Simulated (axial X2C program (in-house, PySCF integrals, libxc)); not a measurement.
**Worked dissociation energy of ZrO⁺: PBE0, scalar-relativistic**

Calculated with an axial X2C code built on PySCF integrals. Spin-free means the one-electron spin-free X2C Hamiltonian. Basis: Zr dyall-cv3z [11s12p9d6f3g], O dyall-av3z [7s6p3d2f] (cores contracted in-house); Gaussian nuclei, density fitting, unrestricted open shells. Masses: Zr 89.905 u, O 15.995 u.

Molecular state: M_S = 1/2, Λ = 2 (beyond evenly filled blocks: δ+α).

| Quantity | Value |
| --- | --- |
| E(Zr+) (2M_S = 3, M_L = 2) | -3597.725359 hartree |
| E(O) (2M_S = 2, M_L = 0) | -75.075790 hartree |
| E(ZrO⁺) at Re | -3673.073381 hartree |
| ωe | 1043.6 cm⁻¹ |
| ωexe | 2.92 cm⁻¹ |

Problem. Work out De and D0.

Solution. De = -3597.725359 + (-75.075790) − (-3673.073381) = 0.27223 hartree = 7.408 eV. The zero-point energy is ωe/2 − ωexe/4 = 521 cm⁻¹ = 0.065 eV, so D0 = 7.343 eV.

The state is a single determinant with fixed occupations, the lowest that a limited PBE0 search found. Dissociation energies refer to the lowest single-determinant-based atoms at the same level and basis. PBE0 can misorder states that lie within some tenths of an eV, so this need not be the ground state of the molecule. The nearest other spin-free determinant of the search, M_S = 1/2, Λ = 0, lies 0.41 eV up at the distance of the search. Without a current term, density functionals place determinants with orbital angular momentum somewhat too high.

Each atomic determinant is the lowest at this level and need not be a pure term. Totals compare only within one Hamiltonian and basis.
